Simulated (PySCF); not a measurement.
Species: C5H6F3Si (doublet state).
Structure used (GFN2-xTB), in Å, numbered top down from 1:
```xyz
15
C5H6F3Si angstrom
F      2.5378    0.2514   -1.2940
C      2.0221   -0.2535   -0.1363
F      2.3826   -1.5588   -0.1070
C      0.5346   -0.0650   -0.0900
C     -0.3333   -1.0672   -0.1481
C     -1.7987   -0.7806   -0.1007
Si    -1.8511    1.1310   -0.0368
F     -2.3945    1.5488    1.4525
C      0.0491    1.3519    0.0009
H      2.5418    0.2554    0.6934
H     -0.0106   -2.0951   -0.2206
H     -2.2405   -1.2244    0.7939
H     -2.2946   -1.2379   -0.9556
H      0.4743    1.9421   -0.8103
H      0.3769    1.8099    0.9367
```

The hyperfine couplings belong to this conformer and change with its torsions.

The species is `FC(F)C1=CC[Si](F)C1` [radical].

Computed, not measured: UKS B3LYP, pcH-1 on C F H Si, non-relativistic, mean-field spin-orbit, GIAO (PySCF 2.14.0). Geometry: GFN2-xTB, one conformer, isolated molecule. The geometry wasn't refined by DFT: couplings that depend on bond lengths, twists or pyramidal angles can differ widely from those at the functional's own minimum, by a factor of two or more for some ions and for spin on atoms past the first row. No stability test was run, so a lower SCF solution isn't excluded.

**Question.** The isotropic 19F couplings, averaged over equivalent nuclei, are +156.8, +7.2 MHz. Assign them to F1/F3; F8.

**Answer.** 
| site | a_iso (MHz) | ρ(0) (bohr⁻³) | position | distance from Si7 (Å) | bound to | spin population there | largest \|T\| (MHz) |
| --- | --- | --- | --- | --- | --- | --- | --- |
| F1/F3 | +7.2 | +0.0017 | 4 bonds from Si7 | 4.83 | C2 | 0.00 | 7.3 |
| F8 | +156.8 | +0.0368 | 1 bond from Si7 | 1.64 | Si7 | +0.82 | 268.4 |

ρ(0) is the spin density at the nucleus and T the dipolar tensor; a_iso includes a spin–orbit part; entries for several nuclei are means. The largest Mulliken spin population is on Si7 (+0.82). The angles at Si7 add up to 308.6°, so it is pyramidal.

Means are taken over nuclei equivalent by connectivity, which assumes that they swap fast. The 19F value of +7.2 MHz is a mean of couplings from -0.4 to 14.8 MHz in this one geometry, not an average over conformers. The 1H value of +4.9 MHz is a mean of couplings from 0.2 to 9.5 MHz in this one geometry, not an average over conformers.
